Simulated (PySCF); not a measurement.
Compound: 2-tert-butylpyridine, C9H13N.
Cartesian coordinates in Å at the PBE0-D3(BJ)/def2-SVP level; atoms count from 1:
```xyz
23
C9H13N angstrom
C     -1.5506    0.9807   -1.2871
C     -1.3370   -0.0653   -0.1834
C     -1.8684   -1.4149   -0.6614
C     -2.0984    0.3570    1.0814
C      0.1544   -0.1589    0.1365
C      0.8632    0.9632    0.5968
C      2.2185    0.8461    0.8763
C      2.8405   -0.3878    0.6920
C      2.0578   -1.4429    0.2337
N      0.7589   -1.3333   -0.0352
H     -1.2189    1.9829   -0.9757
H     -2.6193    1.0486   -1.5450
H     -0.9972    0.7092   -2.1990
H     -1.7266   -2.1916    0.1026
H     -2.9429   -1.3321   -0.8872
H     -1.3423   -1.7534   -1.5645
H     -1.7782    1.3454    1.4447
H     -1.9443   -0.3688    1.8944
H     -3.1788    0.4119    0.8743
H      0.3560    1.9202    0.7340
H      2.7855    1.7089    1.2347
H      3.9033   -0.5294    0.8979
H      2.5032   -2.4321    0.0745
```

Level: PBE0/pcSseg-1 in PySCF, non-relativistic, on one gas-phase PBE0-D3(BJ)/def2-SVP geometry that isn't relaxed in the solvent. The solvent is an IEF-PCM continuum (Bondi radii, 1.10 Å for H, scaled by 1.2). The model holds no explicit solvent molecules, cavitation or dispersion.

Gas phase at PBE0/pcSseg-1: HOMO -7.21 eV, LUMO -0.64 eV, dipole 1.79 D.

Q: What does the continuum do to the energy, the frontier levels and the dipole at PBE0/pcSseg-1 in cyclohexane and water?

A: 
```csv
solvent,ε,E(solvent) − E(gas) (kcal/mol),polarisation term (kcal/mol),distortion of the solute (kcal/mol),HOMO (eV),LUMO (eV),dipole (D)
cyclohexane,2.017,-1.57,-1.67,0.10,-7.25,-0.64,2.08
water,78.36,-4.52,-5.45,0.93,-7.35,-0.69,2.73
```

The polarisation term is half the interaction of the solute with the surface charges that it induces; the rest is the cost of distorting the solute's density. The sum is the electrostatic part of solvation alone. From cyclohexane to water the lowering changes by a factor 2.87, Onsager's factor (ε − 1)/(2ε + 1) by 2.43 and ε itself by 38.9.

Q: Which radius a makes the point-dipole formula ΔE = −[(ε − 1)/(2ε + 1)]·μ²/a³ give the value in water, with the gas-phase dipole?

A: μ = 0.706 au and |ΔE| = 0.00720 Eh give a = 1.71 Å; the farthest nucleus lies 4.28 Å from the centroid of the nuclei, so such a sphere wouldn't even hold the nuclei. The formula assumes a rigid point dipole at the centre of a sphere.

Q: Give the dipole vector in the frame of the coordinates (D, pointing from negative to positive charge), gas and water.

A: Gas (0.74, 1.53, 0.57), solvent (0.92, 2.42, 0.85). Its length changes by +52 % and its direction by 5°.

Q: Which Hirshfeld charges (PBE0/pcSseg-1) respond most in cyclohexane (means over atoms taken as equivalent)?

A: 
| atoms | environment | gas (e) | solvent (e) | change |
| --- | --- | --- | --- | --- |
| N10 | pyridine-type nitrogen | -0.141 | -0.150 | -0.009 |
| H21 | aromatic hydrogen | +0.056 | +0.060 | +0.004 |
| H20 | aromatic hydrogen | +0.050 | +0.053 | +0.003 |
| H22 | aromatic hydrogen | +0.053 | +0.057 | +0.004 |
| C9 | aromatic CH next to a ring nitrogen | +0.013 | +0.010 | -0.003 |
| H23 | aromatic hydrogen | +0.050 | +0.051 | +0.001 |
| C5 | substituted aromatic carbon | +0.077 | +0.076 | -0.001 |
| C1/C3/C4 | methyl carbon | -0.119 | -0.120 | -0.001 |
| C7 | aromatic CH carbon | -0.035 | -0.034 | +0.001 |
| H11 (×9) | methyl hydrogen | +0.036 | +0.036 | 0.000 |
| C6 | aromatic CH carbon | -0.053 | -0.053 | 0.000 |
| C8 | aromatic CH carbon | -0.059 | -0.059 | 0.000 |

The run took about 2.1 min of CPU time (one thread, shared machine). This is the whole shielding run at PBE0/pcSseg-1 in water, SCF included.
